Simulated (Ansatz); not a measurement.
W(OH)F5 (WOF₅H). Charge 0, multiplicity 1. Geometry B3LYP-D4/def2-SVP, basis def2-TZVP, Ansatz.

| run | HOMO (eV) | LUMO (eV) |
| --- | --- | --- |
| A | -10.03 | -4.72 |
| B | -9.42 | -4.52 |
| C | -9.79 | -4.89 |
| D | -11.47 | -4.09 |
| E | -13.35 | -3.40 |
| F | -9.52 | -4.62 |

In the def2 sets W takes a core potential; there is no spin–orbit coupling.

Question: The runs used BHLYP, LDA (SPW92), PBE, PBE0, r2SCAN, revPBE. Estimate which is which.

Answer: A r2SCAN (0 % exact exchange); B revPBE (0 % exact exchange); C LDA (SPW92) (0 % exact exchange); D PBE0 (25 % exact exchange); E BHLYP (50 % exact exchange); F PBE (0 % exact exchange). Exact exchange lowers occupied and raises empty levels; among semilocal functionals meta-GGAs tend to open the gap a little, and such runs are hard to tell apart. The gap grows from 4.89 eV (PBE) to 9.95 eV (BHLYP).
